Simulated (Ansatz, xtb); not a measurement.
Isomers of C5H6FNO in order of energy

5 gas-phase structures of C5H6FNO, from a drawn sample of its isomers (lower ones may exist). Each was relaxed with GFN2-xTB; where two conformers were screened, the lower at r2SCAN-D4/def2-SVP//GFN2-xTB is listed:

A. `C#C/C(F)=C(\O)NC`, a singlet
B. `C#C[C@@H](F)/C(O)=N/C`, a singlet
C. `C#C/C(F)=C(/O)NC`, a singlet
D. `C#C[C@@H](F)/C(O)=N\C`, a singlet
E. `C#C[C@@H](F)C(=O)NC`, a singlet

Question: Which do you expect lowest at r2SCAN-D4/def2-SVP//GFN2-xTB, and how would the others follow?

Answer: Calculated order at r2SCAN-D4/def2-SVP//GFN2-xTB: E (0.0), A (17.4), C (18.2), D (20.1), B (22.9) kcal/mol. Less than 1 kcal/mol parts A and C, so the order within that pair means little.

Energies above the lowest of each column, in kcal/mol; the last columns are at r2SCAN-D4/def2-SVP geometries:

| structure | GFN2-xTB | HF/STO-3G | r2SCAN-D4/def2-SVP//GFN2-xTB | r2SCAN-D4/def2-SVP | CCSD(T)/def2-SVP + ΔMP2/def2-TZVPP |
| --- | --- | --- | --- | --- | --- |
| E | 0.0 | 0.0 | 0.0 | 0.0 | 0.0 |
| A | 13.9 | 12.4 | 17.4 | 17.5 | 21.4 |
| C | 14.5 | 11.6 | 18.2 | 18.0 | 21.6 |
| D | 10.7 | 8.3 | 20.1 | 20.1 | 16.3 |
| B | 13.7 | 11.6 | 22.9 | 22.7 | 17.2 |

Every level run on E puts it lowest or level with the lowest. CCSD(T)/def2-SVP + ΔMP2/def2-TZVPP orders those it was run on as E (0.0), D (16.3), B (17.2), A (21.4), C (21.6) kcal/mol. Less than 1 kcal/mol parts D and B; A and C, so the order within those pairs means little. Flexible structures stand in one conformer each, not always the lowest. The ΔMP2 step shifts differences by up to 3.2 kcal/mol, which makes them less sure. ΔMP2 is the change of the MP2 energy from the smaller to the larger basis.

Over these structures GFN2-xTB departs from r2SCAN-D4/def2-SVP//GFN2-xTB by 3.3 kcal/mol on average once a common shift is removed. A GFN2-xTB relaxation took about 0.12 s and the r2SCAN-D4/def2-SVP//GFN2-xTB energy about 2.8 s on a shared host (Ansatz 0.2.0, xtb 6.7.1).
